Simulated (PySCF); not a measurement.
## V⁺: ionisation energy

V⁺ [Ar] 3d4 (5D) → V²⁺ [Ar] 3d3 (4F), as a difference of total energies. Computed with PySCF 2.14 in aug-cc-pVTZ (8s7p5d3f2g, 93 functions), with no relativity, point nucleus. Correlated levels: valence: [Ar] frozen. The calculations carry no spin-orbit coupling.

| method | ionisation energy (eV) |
| --- | --- |
| UHF | 13.280 |
| MP2 (valence) | 14.035 |
| SCS-MP2 (valence) | 13.532 |
| CCSD (valence) | 14.112 |
| CCSD(T) (valence) | 14.135 |

Q: How much does correlation contribute at CCSD(T) (valence)?

A: 14.135 − (13.280) = 0.855 eV, measured against UHF.

These non-relativistic numbers lack the scalar-relativistic shift.

The reference lies between the lowest fine-structure levels, while these numbers refer to the centres of the terms.

Errors of the correlated levels include the incompleteness of this basis and the frozen core.

For comparison: 14.634 ± 0.007 eV (measured; NIST Atomic Spectra Database, ionization energies).
